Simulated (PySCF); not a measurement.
## SMILES CO[C@@]12C[C@@H]1[C@H]2O, C5H8O2

Geometry (Å), atoms numbered from 1 in this order:
```xyz
15

C    -2.0110   -0.8207    0.3140
O    -0.7640   -0.5356    0.9289
C     0.0746    0.1996    0.1305
C     0.3509    1.6696    0.0473
C     1.4690    0.6992    0.3076
C     1.1479   -0.2456   -0.8216
O     1.5953   -1.5556   -0.7916
H    -1.8701   -1.3665   -0.6238
H    -2.5682    0.0996    0.1148
H    -2.5609   -1.4381    1.0209
H     0.0262    2.2777    0.8807
H     0.2939    2.1678   -0.9147
H     2.1924    0.6519    1.0920
H     1.1622    0.1113   -1.8479
H     1.4575   -1.9066    0.0972
```

Theory: TDDFT CAM-B3LYP/aug-cc-pVDZ circular dichroism and optical rotation, one conformer, gas phase in PySCF 2.14.0. Geometry: GFN2-xTB.

The molecule is flexible and this is one conformer; a measurement averages over conformers.

Task: Draw the ECD and absorption spectra from the lowest 8 states, each a Gaussian of half-width 0.25 eV at 1/e height.

Result: 
```csv
E (eV),λ (nm),Δε (L mol⁻¹ cm⁻¹),ε (L mol⁻¹ cm⁻¹)
5.71,217,+0.01,4.13
5.81,213,+0.06,18.8
5.91,210,+0.23,65.1
6.01,206,+0.76,178
6.11,203,+1.95,397
6.21,200,+3.90,757
6.31,196,+6.05,1280
6.41,193,+7.28,1960
6.51,190,+6.68,2700
6.61,187,+3.84,3320
6.71,185,-1.14,3740
6.81,182,-7.01,3970
```
Δε uses R in velocity form, ε uses f in length form. Only the states computed contribute, so the short-wavelength end is incomplete.
